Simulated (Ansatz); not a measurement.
Species: C2HCl4, charge -1, multiplicity 1. It need not be the lowest isomer of its formula. Whether it binds its extra electron was not tested at this geometry. 
Coordinates optimised at B3LYP-D3(BJ)/def2-TZVP (Ansatz, an electronic-structure program):
SMILES: Cl[C-](Cl)C(Cl)Cl
```xyz
7

C     -0.8289     0.0403     0.2754
C      0.6530    -0.0463    -0.0256
Cl     1.3339    -1.6179     0.5974
Cl     1.5492     1.2975     0.8186
Cl    -1.5479    -1.3089    -0.8323
Cl    -1.3307     1.6309    -0.6093
H      0.9786     0.0085    -1.0645
```
Charge -1, spin multiplicity 1.

Basis-set convergence of Hartree-Fock and CCSD(T) correlation energies (hartree) with Ansatz. Cores are frozen in the correlated levels unless marked. Spin-orbit coupling is left out. Non-relativistic. This anion needs diffuse functions, which these sets lack.

```tsv
basis	functions	E(HF)	E(corr, CCSD(T))
cc-pV(D+d)Z	125	-1914.30394	-0.91758
cc-pV(T+d)Z	230	___	___
```

Q: Fill in the missing entries.

A: 
- cc-pV(T+d)Z, E(HF): -1914.38535
- cc-pV(T+d)Z, E(corr, CCSD(T)): -1.21970
